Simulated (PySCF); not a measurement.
H8NP3Sn.
Z-matrix (Å and degrees, PBE0-D3(BJ)/def2-SVP geometry), rows numbered from 1:
```
N 
Sn  1  2.0484
P   2  2.5360  1  113.24
P   2  2.5204  1  104.07  3  -116.36
P   2  2.5232  1  104.53  3   120.79
H   1  1.0189  2  112.39  3    58.31
H   1  1.0191  2  112.84  3   -63.14
H   3  1.4309  2   92.22  1  -176.60
H   3  1.4302  2   92.78  1    90.36
H   4  1.4294  2   92.25  1  -170.74
H   4  1.4287  2   92.29  1   -77.55
H   5  1.4295  2   92.72  1    83.41
H   5  1.4297  2   91.81  1   176.64
```

Method: PySCF, PBE0-D3(BJ)/def2-SVP geometry optimisation, gas phase, def2 core potentials past Kr.

Take the most abundant isotopes and a rigid rotor. The values belong to one conformer with, in the numbering `[NH2:1][Sn:2]([PH2:3])([PH2:4])[PH2:5]`, N1–Sn2–P3–H -177° and 90°, N1–Sn2–P4–H -171° and -78°, N1–Sn2–P5–H 83° and 177°.

Q: Give the principal moments of inertia and the rotational constants in MHz.

A: Ia = 409.29, Ib = 429.01, Ic = 581.85 u·Å²; 505379 MHz·u·Å²/I gives A = 1235, B = 1178, C = 868.6 MHz.

Q: Classify the top.

A: An asymmetric top: κ = (2 × 1178 − 1235 − 868.6)/(1235 − 868.6) = 0.69.

Q: Is it planar, by Δ = Ic − Ia − Ib?

A: Not planar: Δ = Ic − Ia − Ib = -256.45 u·Å². For a rigid frame Δ = −2 Σ m c², so Σ m c² = 128.23 u·Å² lies off the ab plane: 26.63 from hydrogen and 101.60 from heavier atoms. The atom farthest from that plane is 2.68 Å away.

Q: Give the coordinates in the principal-axis frame, origin at the centre of mass.

A: The sense of each axis is arbitrary; atoms in the order of the calculation.
```csv
atom,mass (u),a (Å),b (Å),c (Å)
N1,14.003,0.054,-0.362,2.207
Sn2,119.902,0.009,-0.020,0.187
P3,30.974,-0.456,2.400,-0.409
P4,30.974,-1.947,-1.388,-0.622
P5,30.974,2.294,-0.722,-0.623
H6,1.008,-0.819,-0.101,2.664
H7,1.008,0.803,0.143,2.677
H8,1.008,-0.471,2.110,-1.810
H9,1.008,0.933,2.738,-0.418
H10,1.008,-1.608,-1.165,-1.993
H11,1.008,-1.198,-2.603,-0.555
H12,1.008,1.917,-2.099,-0.704
H13,1.008,1.940,-0.465,-1.984
```

Q: Where do the levels up to J = 5 lie, in K?

A: Above 0(0,0), as E/k:
J = 1: 1(0,1) 0.098, 1(1,1) 0.101, 1(1,0) 0.116
J = 2: 2(0,2) 0.282, 2(1,2) 0.283, 2(1,1) 0.327, 2(2,1) 0.335, 2(2,0) 0.348
J = 3: 3(0,3) 0.549, 3(1,3) 0.549, 3(1,2) 0.628, 3(2,2) 0.630, 3(2,1) 0.671, 3(3,1) 0.687, 3(3,0) 0.696
J = 4: 4(0,4) 0.898, 4(1,4) 0.898, 4(1,3) 1.011, 4(2,3) 1.011, 4(2,2) 1.089, 4(3,2) 1.093, 4(3,1) 1.129, 4(4,1) 1.156, 4(4,0) 1.163
J = 5: 5(0,5) 1.331, 5(1,5) 1.331, 5(1,4) 1.476, 5(2,4) 1.476, 5(2,3) 1.589, 5(3,3) 1.589, 5(3,2) 1.663, 5(4,2) 1.673, 5(4,1) 1.703, 5(5,1) 1.743, 5(5,0) 1.747
Those of J = 1 are B + C, A + C and A + B.

Q: Which lines would a microwave search look for?

A: The dipole components are |μa| = 0.51 D, |μb| = 0.11 D, |μc| = 0.61 D. Intensities carry the squares of the components, which stand as 0.69 : 0.04 : 1.00 (a : b : c). Some of the stronger lines:

```csv
type,branch,"J(Ka,Kc)",MHz,lower level (cm⁻¹)
a,Q,"1(1,0) ← 1(1,1)",309,0.070
c,Q,"3(3,1) ← 3(2,1)",340,0.466
a,Q,"3(2,1) ← 3(2,2)",848,0.438
a,Q,"3(1,2) ← 3(1,3)",1658,0.381
a,R,"1(0,1) ← 0(0,0)",2047,0.000
c,R,"1(1,0) ← 0(0,0)",2413,0.000
a,R,"2(1,2) ← 1(1,1)",3784,0.070
a,R,"2(1,1) ← 1(1,0)",4403,0.080
c,R,"2(2,0) ← 1(1,0)",4833,0.080
a,R,"3(0,3) ← 2(0,2)",5552,0.196
a,R,"3(2,2) ← 2(2,1)",6140,0.233
a,R,"3(1,2) ← 2(1,1)",6275,0.227
a,R,"3(2,1) ← 2(2,0)",6728,0.242
c,R,"3(1,2) ← 2(0,2)",7211,0.196
c,R,"3(2,2) ← 2(1,2)",7238,0.196
c,R,"3(3,0) ← 2(2,0)",7266,0.242
c,R,"3(3,1) ← 2(2,1)",7328,0.233
```

Whether it is a minimum is left open (no frequencies). Zero-point vibration and centrifugal distortion are left out. A rigid rotor knows nothing of inversion at nitrogen, which can split or shift real lines. Quadrupole hyperfine structure (14N) is left out.
